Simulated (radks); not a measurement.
Task: Neutral molybdenum, 42 electrons, occupied as [Kr] 4d5 5s1. All-electron calculation, Dirac Kohn-Sham, PBE, spin-unpolarised, spherical densities, finite nucleus; open shells fill j = l - 1/2 first; Fermi nuclear charge, rms radius 4.4091 fm. Program: a radial shooting solver on a logarithmic mesh with Libxc functionals. Some entries of the table are withheld. Estimate them.

orbital  occ.  eigenvalue (eV)  <r> (bohr)
1s1/2       2        -19812.32     0.03517
2s1/2       2        -2797.477      0.1534
2p1/2       2        -2573.506      0.1308
2p3/2       4        -2466.946      0.1353
3s1/2       2        -476.0736      0.4287
3p1/2       2        -390.8438      0.4233
3p3/2       4        -373.3001      0.4339
3d3/2       4        -222.6571         (1)
3d5/2       6        -219.3358         (2)
4s1/2       2         -64.1985       1.108
4p1/2       2              (3)       1.217
4p3/2       4              (4)       1.249
5s1/2       1          -4.0667         (5)
4d3/2       4              (6)       1.988
4d5/2       1              (7)       2.021

Result: 
(1) 3d3/2 <r> (bohr): 0.4132
(2) 3d5/2 <r> (bohr): 0.4167
(3) 4p1/2 eigenvalue (eV): -40.0610
(4) 4p3/2 eigenvalue (eV): -37.5813
(5) 5s1/2 <r> (bohr): 3.602
(6) 4d3/2 eigenvalue (eV): -3.8114
(7) 4d5/2 eigenvalue (eV): -3.6087
